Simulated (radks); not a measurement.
Spherical jellium clusters: N electrons in a uniform positive sphere of charge N and radius rs N^(1/3), rs = 3.42 bohr. Calculated with a radial shooting solver with Libxc functionals: non-relativistic Kohn-Sham, LDA (Slater exchange, Perdew-Wang correlation), spin-polarised, spherical densities. Levels are named by radial order and angular momentum (1s, 1p, 1d, 2s, ...), and open shells are averaged over m. Each electron was tried in the lowest free levels, single moves between levels near the top were tried too, and the lowest total energy was kept; such a search can miss a lower state. Energies include the self-energy of the background; IP and EA are vertical (highest electron removed, lowest free level filled), at fixed background; spill-out counts the electrons outside the background radius R, and alpha is the static dipole polarisability from linear response (closed shells only). A dash means not computed or, for alpha, an open shell; in EA it means that no bound solution was reached, which is typical of self-interaction and does not show that the anion is unstable. Real open-shell clusters deform, which this model forbids.

\begin{tabular}{lrrrrrrr}
N & open shells & 2S & E(N+1) + E(N-1) - 2E(N) (eV) & IP (eV) & EA (eV) & -e(HOMO) (eV) & spill-out (e) \\ \hline
1 & 1s(up 1, down 0) & 1 & - & - & - & 3.308 & 0.44 \\
2 & none & 0 & 1.412 & 5.939 & - & 3.606 & 0.62 \\
3 & 1p(up 1, down 0) & 1 & -0.753 & 4.087 & - & 2.244 & 0.96 \\
4 & 1p(up 2, down 0) & 2 & -0.568 & 4.773 & - & 2.877 & 1.16 \\
5 & 1p(up 3, down 0) & 3 & 0.321 & 5.171 & - & 3.295 & 1.30 \\
6 & 1p(up 3, down 1) & 2 & -0.459 & 4.691 & - & 3.000 & 1.45 \\
7 & 1p(up 3, down 2) & 1 & -0.338 & 5.057 & 1.778 & 3.365 & 1.58 \\
8 & none & 0 & 1.573 & 5.300 & - & 3.629 & 1.68 \\
9 & 1d(up 1, down 0) & 1 & -0.324 & 3.639 & - & 2.153 & 1.88 \\
10 & 1d(up 2, down 0) & 2 & -0.284 & 3.958 & - & 2.478 & 2.05 \\
11 & 1d(up 3, down 0) & 3 & -0.247 & 4.209 & - & 2.741 & 2.18 \\
12 & 1d(up 4, down 0) & 4 & -0.215 & 4.413 & 1.571 & 2.959 & 2.30 \\
13 & 1d(up 5, down 0) & 5 & 0.386 & 4.580 & - & 3.142 & 2.40 \\
14 & 1d(up 5, down 1) & 4 & -0.225 & 4.147 & 1.468 & 2.781 & 2.52 \\
15 & 1d(up 5, down 2) & 3 & -0.195 & 4.343 & 1.678 & 2.986 & 2.62 \\
16 & 1d(up 5, down 3) & 2 & -0.170 & 4.506 & 1.859 & 3.159 & 2.72 \\
17 & 1d(up 5, down 4) & 1 & -0.150 & 4.643 & 2.017 & 3.308 & 2.81 \\
18 & none & 0 & 0.243 & 4.759 & 1.833 & 3.437 & 2.89 \\
19 & 2s(up 1, down 0) & 1 & 0.211 & 4.484 & 1.706 & 3.198 & 3.07 \\
20 & none & 0 & 0.678 & 4.280 & - & 3.039 & 3.29 \\
21 & 1f(up 1, down 0) & 1 & -0.158 & 3.629 & 1.222 & 2.407 & 3.40 \\
22 & 1f(up 2, down 0) & 2 & -0.146 & 3.769 & 1.376 & 2.555 & 3.50 \\
23 & 1f(up 3, down 0) & 3 & -0.134 & 3.895 & 1.516 & 2.689 & 3.59 \\
24 & 1f(up 4, down 0) & 4 & -0.124 & 4.007 & 1.643 & 2.810 & 3.67 \\
25 & 1f(up 5, down 0) & 5 & -0.115 & 4.108 & 1.760 & 2.919 & 3.75 \\
26 & 1f(up 6, down 0) & 6 & -0.106 & 4.199 & 1.867 & 3.019 & 3.82 \\
27 & 1f(up 7, down 0) & 7 & 0.346 & 4.283 & 1.533 & 3.111 & 3.89 \\
28 & 1f(up 7, down 1) & 6 & -0.118 & 3.914 & 1.659 & 2.774 & 3.97 \\
29 & 1f(up 7, down 2) & 5 & -0.109 & 4.017 & 1.775 & 2.884 & 4.05 \\
30 & 1f(up 7, down 3) & 4 & -0.101 & 4.111 & 1.881 & 2.984 & 4.13 \\
31 & 1f(up 7, down 4) & 3 & -0.094 & 4.195 & 1.979 & 3.076 & 4.20 \\
32 & 1f(up 7, down 5) & 2 & -0.087 & 4.273 & 2.069 & 3.160 & 4.27 \\
33 & 1f(up 7, down 6) & 1 & -0.081 & 4.344 & 2.154 & 3.239 & 4.33 \\
34 & none & 0 & 0.428 & 4.410 & 1.769 & 3.311 & 4.40 \\
35 & 2p(up 1, down 0) & 1 & -0.051 & 3.966 & 1.860 & 2.901 & 4.57 \\
36 & 2p(up 2, down 0) & 2 & -0.042 & 4.034 & 1.939 & 2.974 & 4.74 \\
37 & 2p(up 3, down 0) & 3 & 0.237 & 4.090 & 1.752 & 3.038 & 4.91 \\
38 & 2p(up 3, down 1) & 2 & -0.052 & 3.867 & 1.849 & 2.846 & 5.11 \\
39 & 2p(up 3, down 2) & 1 & -0.044 & 3.943 & 1.935 & 2.927 & 5.30 \\
40 & none & 0 & 0.266 & 4.009 & 1.660 & 2.998 & 5.49 \\
41 & 1g(up 1, down 0) & 1 & -0.084 & 3.763 & 1.736 & 2.741 & 5.54 \\
42 & 1g(up 2, down 0) & 2 & -0.079 & 3.826 & 1.807 & 2.808 & 5.59 \\
43 & 1g(up 3, down 0) & 3 & -0.075 & 3.885 & 1.875 & 2.872 & 5.64 \\
44 & 1g(up 4, down 0) & 4 & - & 3.941 & 1.939 & 2.932 & 5.68 \\
\end{tabular}

All shells are closed at N = 2, 8, 18, 20, 34, 40 (there: 1s2 1p6 1d10 2s2 1f14 2p6); the second difference of the energy has clear peaks (12 % above both neighbours; the first and last values, which can be the largest, are not judged, and half-filled shells can peak too) at N = 5, 8, 13, 18, 20, 27, 34, 37, 40.
